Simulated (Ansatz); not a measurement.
Consider the ligand exchange at the Sn–F bond: `C[O][SnH]([F])[O][SiH3]` + HCl → `C[O][SnH]([Cl])[O][SiH3]` + H–F.

Computed with Ansatz on PBE0-D4/def2-TZVP structures; ΔE is electronic, products minus reactants. CCSD(T)/CBS adds triple-zeta CCSD(T) − MP2 to the extrapolated MP2 energy (def2 sets, frozen cores). This one scheme is used for every species. DFT in def2-TZVPP. B3LYP here is the variant with VWN-RPA as its local correlation; programs differ in this. Elements past krypton have def2 core potentials. For Sn outer-core shells are correlated without core-valence functions, which leaves a few kJ/mol of doubt a bond. One conformer a species, not always the lowest.

CCSD(T)/CBS gives -37.2 kJ/mol.

Problem. Another level gave -30.1 kJ/mol. Which?
A. PBE0/def2-TZVPP
B. MP2/def2-TZVPP
C. HF/def2-TZVPP
D. B3LYP/def2-TZVPP

Solution. C. HF/def2-TZVPP -30.1, B3LYP -24.8, PBE0 -35.1, MP2/def2-TZVPP -40.5 kJ/mol.

Largest T1 diagnostic among the species: 0.014.

From PBE to PBE0 (25 % exact exchange), in def2-TZVPP and without D4, ΔE moves by −6.2 kJ/mol. In def2-TZVPP, CCSD(T) changes the Hartree–Fock value by −4.1 kJ/mol (the triples alone add −1.1 kJ/mol) and MP2 by −10.4 kJ/mol. The D4 term adds −7.9 kJ/mol with B3LYP and −4.4 kJ/mol with PBE0; it sums over pairs of atoms, weighted by their polarisabilities, and B3LYP, whose exchange is more repulsive, gets the larger term.
